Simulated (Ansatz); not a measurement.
Several settings on one geometry of Si(OH)Cl3 (SiCl₃OH) (that of the charge 0 singlet, r2SCAN-D4/def2-SVP). Ansatz on 2 threads of Arm Neoverse V2 on a shared host; times are rough.

```xyz
6

Si   -0.065   -0.117   -0.275
O    -0.071   -0.112    1.361
H     0.347    0.632    1.813
Cl    1.847   -0.114   -1.014
Cl   -1.031    1.525   -1.031
Cl   -1.027   -1.814   -0.854
```

Totals from different functionals, basis sets or treatments of relativity can't be compared as stabilities.

Scalar relativity in a set contracted without it gives distorted totals.

The spins typed aren't always the lowest for that charge.

Q: Give the basis size and estimate the energy, ⟨S²⟩, dipole and time of these runs.

| run | method | charge | state | further keys |
| --- | --- | --- | --- | --- |
| 1 | RKS B3LYP5/def2-SVP | 0 | singlet | pseudopotentials: {relativity: scalar}; forces asked |
| 2 | RHF/cc-pVDZ | 0 | singlet | nuclear_model: gaussian; scf: {omitted_lower_state_checks: [starts]} |
| 3 | UKS PBE0-D4/cc-pVDZ | 0 | triplet | fitting: {mean_field: def2-universal-jkfit}; accuracy: high; scf: {lower_state_search: off}; forces asked |

A: 
```csv
run,functions,energy (Eh),⟨S²⟩,dipole (D),wall time
1,91,-1749.6385,–,1.77,1.9 s
2,91,-1743.0931,–,–,0.75 s
3,91,-1745.2161,2.01,1.60,9.5 s
```
